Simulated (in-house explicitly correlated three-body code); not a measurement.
Results of a calculation; reference values are marked as such.
**Taking the two-electron ground state apart, Z = 3.56**

A variational code in 260 exponentially correlated functions gives, for two electrons around a point charge Z = 3.56 (non-relativistic, fixed nucleus, atomic units): E = -10.6039206, <1/r> = 3.247811 per electron, <1/r12> = 1.916574. From its density, U = 4.002856 (Hartree energy) and T_s = 10.563056 (kinetic energy of the doubly filled orbital √(n/2)). Further, <r²> = 0.301482 per electron, <r12²> = 0.62294 and <p1·p2> = 0.362523.

Check the virial theorem, and compare with the screened hydrogenic estimate.

V = −2Z<1/r> + <1/r12> = -23.124414 + 1.916574 = -21.207840, and 2E = -21.207841, so T = −E = 10.603921. A product of 1s orbitals with exponent Z − 5/16 = 3.2475 gives −3.2475² = -10.54626, which is 57.7 millihartree too high.

Find the exchange and correlation energies of density-functional theory.

For two electrons in one orbital E_x = −U/2 = -2.001428. The potential part of correlation is U_c = <1/r12> − U − E_x = -0.084854, the kinetic part T_c = T − T_s = 0.040865, and E_c = T_c + U_c = -0.043989 hartree. Restricted Hartree-Fock gives -10.559941, so the correlation energy of wave-function theory is -0.043979.

What do the second moments say about angular correlation and diamagnetism?

From r12² = r1² + r2² − 2 r1·r2, <r1·r2> = <r²> − <r12²>/2 = -0.00999 bohr². It vanishes for a product of s orbitals, and its negative sign shows that the electrons favour opposite sides of the nucleus. The Langevin susceptibility is −0.79199e-6 × 2<r²> = -0.4775e-6 cm³/mol.

How does a model nuclear mass of 7.1 u change the ionisation energy, to first order in m/M (1 hartree = 27.211386 eV)?

m/M = 1/(7.1 × 1822.8885) = 7.72648e-05. With a fixed nucleus the second electron is bound by −Z²/2 − E = 4.267121 hartree = 116.1143 eV. The reduced mass scales this by 1 − m/M, a change of -8.972 meV. The mass-polarisation term raises the two-electron state by (m/M)<p1·p2> = 28.01 microhartree, a further -0.762 meV. The sum is 116.1045 eV, before relativistic and QED terms.
